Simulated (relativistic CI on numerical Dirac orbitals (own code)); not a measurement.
# Line list: Electric-dipole lines, Te12+

These numbers are calculated, not measured: Dirac-Coulomb-Breit CI, KLI orbitals optimised for each configuration, model QED (radiative potential, 1s self-energy scaled to tabulated hydrogen-like ionisation energies), unscaled Slater integrals (own radial code, finite nucleus).

Configurations in the expansion (outside the closed core [Ar] 3d10): 4s²4p⁶4d⁴, 4s²4p⁵4d⁵, 4s²4p⁶4d³4f, 4s²4p⁶4d³5s, 4s4p⁶4d⁵, 4s²4p⁶4d³5p, 4s²4p⁵4d⁴4f, 4s²4p⁶4d²4f5s, 4s²4p⁶4d³5d, 4s4p⁶4d⁴4f, 4s²4p⁶4d²5s5p, 4s²4p⁶4d³6s, 4s²4p⁵4d⁴5s, 4s²4p⁶4d³5f, 4s²4p⁶4d³6p, 4s²4p⁶4d³5g, 4s²4p⁶4d³6d, 4s²4p⁶4d³7s, 4s²4p⁶4d³6f, 4s²4p⁶4d³7p, 4s4p⁶4d⁴5s, 4s4p⁶4d⁴5p, 4s²4p⁶4d²5s², 4s²4p⁶4d4f5s², 4s²4p⁶4d5s²5p, 4s²4p⁵4d²4f5s², 4p⁶4d⁶, 4p⁵4d⁷, 4p⁵4d⁶4f. Double excitations out of closed p, d and f shells are left out; levels of such configurations are missing from the list, as are those of other unlisted configurations, and high levels can miss mixing partners. These lack a partner that the ground configuration has and come out too high: 4s²4p⁵4d⁴5s.

```
λ vac (Å)               Lower                   Upper   A (s⁻¹)  E lower (cm⁻¹)  E upper (cm⁻¹)
   117.77   4s²4p⁶4d⁴ ⁵D0 [1]  4s²4p⁶4d³5p ⁵D°1 [394]  4.43e+10               0          849138
   118.06   4s²4p⁶4d⁴ ⁵D1 [2]  4s²4p⁶4d³5p ⁵D°2 [396]  2.67e+10            4052          851097
   118.33   4s²4p⁶4d⁴ ⁵D1 [2]  4s²4p⁶4d³5p ⁵D°1 [394]  4.13e+10            4052          849138
   118.52   4s²4p⁶4d⁴ ⁵D1 [2]  4s²4p⁶4d³5p ⁵D°0 [391]  1.62e+11            4052          847814
   118.72   4s²4p⁶4d⁴ ⁵D2 [3]  4s²4p⁶4d³5p ⁵D°2 [396]  1.27e+10            8747          851097
   118.99   4s²4p⁶4d⁴ ⁵D2 [3]  4s²4p⁶4d³5p ⁵D°1 [394]  4.33e+10            8747          849138
   119.17   4s²4p⁶4d⁴ ⁵D3 [4]  4s²4p⁶4d³5p ⁵D°4 [398]  3.74e+10           13317          852479
   119.36   4s²4p⁶4d⁴ ⁵D3 [4]  4s²4p⁶4d³5p ⁵D°2 [396]  2.02e+10           13317          851097
   119.54   4s²4p⁶4d⁴ ⁵D2 [3]  4s²4p⁶4d³5p ⁵D°3 [387]  5.64e+10            8747          845288
   119.76   4s²4p⁶4d⁴ ⁵D4 [5]  4s²4p⁶4d³4f ³H°4 [399]  7.14e+09           17560          852597
   119.77   4s²4p⁶4d⁴ ⁵D4 [5]  4s²4p⁶4d³5p ⁵D°4 [398]  6.38e+10           17560          852479
   120.11   4s²4p⁶4d⁴ ⁵D1 [2]  4s²4p⁶4d³5p ³D°2 [381]  4.21e+10            4052          836597
   120.20   4s²4p⁶4d⁴ ⁵D3 [4]  4s²4p⁶4d³5p ⁵D°3 [387]  9.69e+09           13317          845288
   120.21   4s²4p⁶4d⁴ ⁵D4 [5]  4s²4p⁶4d³5p ⁵G°5 [395]  1.25e+10           17560          849449
   120.52   4s²4p⁶4d⁴ ⁵D0 [1]  4s²4p⁶4d³5p ³D°1 [373]  4.11e+10               0          829755
   120.61   4s²4p⁶4d⁴ ⁵D3 [4]  4s²4p⁶4d³5p ⁵G°4 [385]  5.19e+09           13317          842468
   120.81   4s²4p⁶4d⁴ ⁵D4 [5]  4s²4p⁶4d³5p ⁵D°3 [387]  1.59e+10           17560          845288
   128.09   4s²4p⁶4d⁴ ⁵D4 [5]    4s²4p⁵4d⁵ ³G°5 [332]  4.07e+09           17560          798286
   154.95  4s²4p⁶4d⁴ ³H6 [10]    4s²4p⁵4d⁵ ³H°6 [104]  3.50e+09           46000          691374
   157.11   4s²4p⁶4d⁴ ⁵D4 [5]     4s²4p⁵4d⁵ ⁵P°3 [58]  4.10e+09           17560          654068
```

Terms are leading LS components. Brackets give the number of a level in order of energy, since labels repeat. The list gives strong lines, with weight on those to low levels, without lines whose two gauges differ by over a factor of 2.5, among the lowest 400 of 8439 levels, so that lines to higher ones, which can be the strongest, are missing. Levels whose partners in the same complex of configurations lie outside the list can be far off, and so can their lines. Rates are taken at the computed energies, electric ones in the length gauge.

At this charge energies of transitions that change n are usually good to better than 1 %, and those within a shell (Δn = 0) to a few per cent. Terms inside the open d or f shell come out 10 to 20 % too wide with unscaled integrals. Levels and lines within the n = 5 or 6 shells can be off by up to 10 % or somewhat more, and those that change n by about 2 %, since core polarisation is missing.

LS names give the leading component of a level, which can be under half, so a name can repeat, a term be missing and a line seem to break the LS rules.
